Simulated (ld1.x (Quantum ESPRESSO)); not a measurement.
# indium, TM: configuration errors across variants

In, norm-conserving Troullier–Martins (Kleinman–Bylander form), made with ld1.x (Quantum ESPRESSO) 7.5 (PBE, non-relativistic). Core [Kr], reference 4d10 5s2 5p1. Waves: 5p (bound): rc 2.40 bohr; 4d (bound): rc 0.95 bohr; 4f channel at 0.25 Ry: rc 2.20 bohr; 5s (bound): rc 2.45 bohr. Local part: the s channel. Core correction: a·sin(br)/r model core inside 0.45 bohr.

All-electron excitation energies from the reference (eV): (1) 4d10 5s2 5p0 5.430; (2) 4d10 5s1 5p0 23.809; (3) 4d10 5s0 5p0 50.944; (4) 4d10 5s1 5p1 11.266; (5) 4d10 5s1 5p2 5.165; (6) 4d10 5s0 5p3 10.535; (7) 4d9 5s0 5p0 107.992.

2 further variants failed, have other tests or too few solved ones, and are left out.

Errors AE − PS in meV (a dash: test not solved or not reliable):

| change | (1) | (2) | (3) | (4) | (5) | (6) | (7) | bound ghosts |
| --- | --- | --- | --- | --- | --- | --- | --- | --- |
| base | -0.4 | -7.4 | -56 | -1.4 | -2.3 | -11 | -351 | none |
| all radii but the core radius scaled by about 1.11 (s 2.72, p 2.68, d 1.06, f 2.44 bohr) | +0.4 | -4.4 | -77 | -2.1 | -4.7 | -22 | -488 | none |
| all radii but the core radius scaled by about 1.21 (s 2.96, p 2.90, d 1.14, f 2.66 bohr) | +1.6 | -3.3 | -118 | -3.9 | -7.7 | -37 | -669 | none |

(1) Give the same row for: all radii but the core radius scaled by about 1.33 (s 3.28, p 3.20, d 1.26, f 2.94 bohr).

Answers

(1) +4.2, -6.1, -219, -9.3, –, -67, -1024; bound ghosts: none.
